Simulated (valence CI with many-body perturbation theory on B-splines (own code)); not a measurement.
Values are calculated unless marked as measured or tabulated.
Energy levels of Ir LXXIII

Level of theory: configuration interaction combined with many-body perturbation theory (CI+MBPT): three valence electrons over a frozen Dirac-Fock core [He], a basis of 11 s, 11 p, 10 d, 8 f, 5 g, 2 h functions for each j, with the one-electron correlation potential Σ1, the two-electron term Σ2, the three-electron term Σ3, Breit, model QED; selected CI, second order for the rest, scaled by the run's own slope (own B-spline code, finite nucleus).

No measured spectrum was set against this ion. As an estimate, large intervals hold to a few tenths of a per cent, small ones and those within an open d or f shell to about a per cent.

Levels 136 to 165 of 165, with energies above the lowest level, (2s^2 2p1/2) J=1/2. "Leading %" is the weight of the configuration and term that name the level; weights of strongly mixed levels are sums over their largest components and can fall short, so below about 35 % the name and the second component can differ from the true leading terms, or belong to a minority configuration. In the jj column 3d3/2^4 stands for four electrons in 3d with j = 3/2.

```csv
No.,Configuration,Term,J,E (× 10³ cm⁻¹),Leading %,Leading jj,Second component
136,2s2p4d,²F°,5/2,131240,38,2s 2p1/2 4d5/2 (100 %),27 % 2s2p4d ²D°
137,2s2p4d,²P°,3/2,131250,39,2s 2p1/2 4d5/2 (99 %),31 % 2s2p4d ²D°
138,2s2p4f,⁴F,7/2,131260,27,2s 2p1/2 4f7/2 (99 %),24 % 2s2p4f ⁴D
139,2s2p4f,²G,7/2,131310,42,2s 2p1/2 4f5/2 (99 %),29 % 2s2p4f ⁴G
140,2s2p4f,⁴G,5/2,131320,31,2s 2p1/2 4f5/2 (100 %),29 % 2s2p4f ²F
141,2s2p4f,⁴F,3/2,131320,47,2s 2p1/2 4f5/2 (100 %),42 % 2s2p4f ²D
142,2s2p4f,²G,9/2,131530,42,2s 2p1/2 4f7/2 (100 %),32 % 2s2p4f ⁴G
143,2s2p4f,⁴D,7/2,131540,31,2s 2p1/2 4f7/2 (100 %),29 % 2s2p4f ²F
144,2s2p4f,²D,5/2,131550,40,2s 2p1/2 4f7/2 (100 %),28 % 2s2p4f ²F
145,2p²3p,⁴D°,7/2,131550,65,2p3/2^2 3p3/2 (100 %),35 % 2p²3p ²F°
146,2p²3p,²D°,5/2,131560,52,2p3/2^2 3p3/2 (100 %),38 % 2p²3p ⁴P°
147,2p²3p,²P°,1/2,131570,54,2p3/2^2 3p3/2 (100 %),35 % 2p²3p ²S°
148,2p²3p,²P°,3/2,132010,61,2p3/2^2 3p3/2 (100 %),15 % 2p²3p ²D°
149,2p²3d,²D,3/2,132200,30,2p3/2^2 3d3/2 (100 %),26 % 2p²3d ⁴P
150,2p²3d,²F,7/2,132210,39,2p3/2^2 3d3/2 (100 %),30 % 2p²3d ²G
151,2p²3d,⁴D,5/2,132210,29,2p3/2^2 3d3/2 (99 %),24 % 2p²3d ²F
152,2p²3d,⁴P,1/2,132250,50,2p3/2^2 3d3/2 (99 %),24 % 2p²3d ²P
153,2p²3p,²P°,3/2,132260,63,2p3/2^2 3p3/2 (100 %),14 % 2p²3p ²D°
154,2p²3d,²D,3/2,132800,69,2p3/2^2 3d3/2 (98 %),13 % 2p²3d ⁴F
155,2p²4p,²P°,3/2,133010,36,2p1/2^2 4p3/2 (98 %),19 % 2p²4p ⁴D°
156,2p²3d,²F,7/2,133130,51,2p3/2^2 3d5/2 (100 %),39 % 2p²3d ⁴D
157,2p²3d,⁴F,9/2,133140,65,2p3/2^2 3d5/2 (100 %),35 % 2p²3d ²G
158,2p²4d,²D,3/2,133160,43,2p1/2^2 4d3/2 (98 %),32 % 2p²4d ⁴F
159,2p²3d,²P,1/2,133270,61,2p3/2^2 3d5/2 (99 %),24 % 2p²3d ²S
160,2p²3d,²D,5/2,133490,59,2p3/2^2 3d5/2 (99 %),16 % 2p²3d ²F
161,2p²3d,²P,3/2,133510,43,2p3/2^2 3d5/2 (98 %),26 % 2p²3d ²D
162,2p²4d,²D,5/2,133660,37,2p1/2^2 4d5/2 (98 %),18 % 2p²4d ⁴D
163,2p²4f,²F°,5/2,133720,42,2p1/2^2 4f5/2 (98 %),29 % 2p²4f ⁴G°
164,2p²3d,²D,5/2,133850,67,2p3/2^2 3d5/2 (100 %),11 % 2p²3d ²F
165,2p²4f,²F°,7/2,133950,38,2p1/2^2 4f7/2 (98 %),17 % 2p²4f ²G°
```
